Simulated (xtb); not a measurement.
CH₃AlF (SMILES [CH3][Al+][F]), charge +1, singlet, from a rough starting geometry (GFN-xTB shapes and energies of metal compounds can be far from the true ones); GFN2-xTB run with xtb 6.7.1.

The xtb input:
```
$ xtb mol.xyz --gfn 2 --chrg 1 --opt vtight --json

# file mol.xyz
6

Al    -0.02776855    -0.99609694     0.65847475
C     -0.04987205     0.61507187    -0.39864298
H     -0.69596541     1.35987222    -0.02323117
H     -0.26652073     0.38521694    -1.45353209
H      1.03257425     1.07712074    -0.43004272
F     -0.04728786    -2.34513506     1.60114055
```

It wrote (shortened):

```
   ID    Z sym.   atoms
    1   13 Al     1
    2    6 C      2
    3    1 H      3-5
    4    9 F      6

           -------------------------------------------------
          |                Calculation Setup                |
           -------------------------------------------------

           -------------------------------------------------
          |                 G F N 2 - x T B                 |
           -------------------------------------------------

          ...................................................
          :                      SETUP                      :
          :.................................................:
          :  # basis functions                  21          :
          :  # atomic orbitals                  20          :
          :  # shells                           10          :
          :  # electrons                        16          :
          :  max. iterations                   250          :
          :  Hamiltonian                  GFN2-xTB          :
          :  restarted?                      false          :
          :  GBSA solvation                  false          :
          :  PC potential                    false          :
          :  electronic temp.          300.0000000     K    :
          :  accuracy                    1.0000000          :
          :  -> integral cutoff          0.2500000E+02      :
          :  -> integral neglect         0.1000000E-07      :
          :  -> SCF convergence          0.1000000E-05 Eh   :
          :  -> wf. convergence          0.1000000E-03 e    :
          :  Broyden damping             0.4000000          :
          :  net charge                          1          :
          :  unpaired electrons                  0          :
          ...................................................

 iter      E             dE          RMSdq      gap      omega  full diag
   1     -9.0646488 -0.906465E+01  0.263E+01    4.36       0.0  T
   2     -9.1021083 -0.374596E-01  0.185E+01    3.58       1.0  T
   3     -8.6805803  0.421528E+00  0.131E+01    5.81       1.0  T
   4     -9.1340017 -0.453421E+00  0.178E+00    3.97       1.0  T
   5     -9.1373798 -0.337809E-02  0.650E-01    3.86       1.0  T
   6     -9.1373915 -0.117020E-04  0.297E-01    3.86       1.0  T
   7     -9.1373956 -0.410332E-05  0.104E-01    3.86       1.0  T
   8     -9.1374065 -0.108333E-04  0.890E-02    3.85       1.0  T
[...]
         :: total energy              -9.063122142088 Eh    ::
 * total energy  :    -9.0631221 Eh     change       -0.9237056E-13 Eh
 * total energy  :    -9.0672586 Eh     change       -0.4136426E-02 Eh
 * total energy  :    -9.0679680 Eh     change       -0.7093947E-03 Eh
 * total energy  :    -9.0680611 Eh     change       -0.9311976E-04 Eh
 * total energy  :    -9.0680664 Eh     change       -0.5288398E-05 Eh
 * total energy  :    -9.0680675 Eh     change       -0.1136539E-05 Eh
 * total energy  :    -9.0680678 Eh     change       -0.3315772E-06 Eh
 * total energy  :    -9.0680678 Eh     change       -0.1774131E-08 Eh
   *** GEOMETRY OPTIMIZATION CONVERGED AFTER 8 ITERATIONS ***
         :: total energy              -9.068067841751 Eh    ::
[...]
      -------------------------------------------------------------
                  HL-Gap            0.1401009 Eh            3.8123 eV
             Fermi-level           -0.6165956 Eh          -16.7784 eV

     #   Z          covCN         q      C6AA      α(0)
     1  13 Al       1.514     0.637   188.610    33.877
     2   6 C        3.611    -0.189    24.796     7.190
     3   1 H        0.924     0.203     1.081     1.626
     4   1 H        0.924     0.204     1.080     1.625
     5   1 H        0.924     0.203     1.084     1.628
     6   9 F        0.672    -0.059     9.893     3.713

 Mol. C6AA /au·bohr⁶  :        581.306745
 Mol. C8AA /au·bohr⁸  :      32417.102203
 Mol. α(0) /au        :         49.658609

Wiberg/Mayer (AO) data.
largest (>0.10) Wiberg bond orders for each atom

 ---------------------------------------------------------------------------
     #   Z sym  total        # sym  WBO       # sym  WBO       # sym  WBO
 ---------------------------------------------------------------------------
     1  13 Al   3.090 --     6 F    1.526     2 C    1.295
     2   6 C    3.971 --     1 Al   1.295     5 H    0.864     3 H    0.864
                             4 H    0.864
     3   1 H    0.959 --     2 C    0.864
     4   1 H    0.958 --     2 C    0.864
     5   1 H    0.959 --     2 C    0.864
     6   9 F    1.625 --     1 Al   1.526
 ---------------------------------------------------------------------------

Topologies differ in total number of bonds
Writing topology from bond orders to xtbtopo.mol

molecular dipole:
                 x           y           z       tot (Debye)
 q only:       -0.024      -0.088       0.061
   full:       -0.027      -0.133       0.089       0.413
molecular quadrupole (traceless):
                xx          xy          yy          xz          yz          zz
 q only:       -1.363       0.058       1.446      -0.039      -1.894      -0.083
  q+dip:       -1.964       0.086       2.086      -0.058      -2.728      -0.122
   full:        1.297      -0.005      -1.340       0.004       1.822       0.043

optimized geometry written to: xtbopt.xyz

           -------------------------------------------------
          | TOTAL ENERGY               -9.068067841751 Eh   |
          | GRADIENT NORM               0.000390310019 Eh/α |
          | HOMO-LUMO GAP               3.812338823024 eV   |
           -------------------------------------------------

normal termination of xtb
```
